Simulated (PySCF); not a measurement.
Electron correlation in Be⁺ (beryllium, charge +1)

[He] 3d1, 2D determinant (an excited configuration). Calculation: PySCF 2.14, in aug-cc-pCVTZ-DK with one added diffuse shell each of s, p, d, f type (8s7p5d3f, 75 functions); scalar relativity by spin-free X2C-1e. Frozen: nothing; 3 electrons correlated.

| level | correlation energy (mhartree) |
| --- | --- |
| CCSD | -40.99 |
| (T) | 0.00 |
| CCSD(T) | -40.99 |

Diagnostics: T1 = 0.00058, D1 = 0.0014, largest double amplitude 0.016.

The outer electron is Rydberg-like, and this basis confines it to a smaller radius and binds it less than a complete one would.

Cost of the coupled-cluster step: of the order of 4 core-seconds, for 3 correlated electrons.

Iterations:

```
CC2 = 0
CCSD nocc = (np.int64(2), np.int64(1)), nmo = (75, 75)
frozen orbitals [[], []]
max_cycle = 100
direct = 0
conv_tol = 1e-08
conv_tol_normt = 1e-06
diis_space = 8
diis_start_cycle = 0
Init t2, MP2 energy = -0.0377470297038312
Init E_corr(UCCSD) = -0.0377470297077623
cycle = 1  E_corr(UCCSD) = -0.0406476963181394  dE = -0.00290066661  norm(t1,t2) = 0.00387618
cycle = 2  E_corr(UCCSD) = -0.0409507906092754  dE = -0.000303094291  norm(t1,t2) = 0.000609385
cycle = 3  E_corr(UCCSD) = -0.0409975817290263  dE = -4.67911198e-05  norm(t1,t2) = 0.00021085
cycle = 4  E_corr(UCCSD) = -0.0409915494693854  dE = 6.03225964e-06  norm(t1,t2) = 7.79422e-05
cycle = 5  E_corr(UCCSD) = -0.0409920439910476  dE = -4.94521662e-07  norm(t1,t2) = 7.24353e-06
cycle = 6  E_corr(UCCSD) = -0.0409920654229005  dE = -2.14318529e-08  norm(t1,t2) = 8.26847e-07
cycle = 7  E_corr(UCCSD) = -0.0409920586472433  dE = 6.77565716e-09  norm(t1,t2) = 1.03268e-07
UCCSD converged
E(UCCSD) = -13.87650377505495  E_corr = -0.04099205864724333
UCCSD(T) correction = -1.70438083958826e-06
```
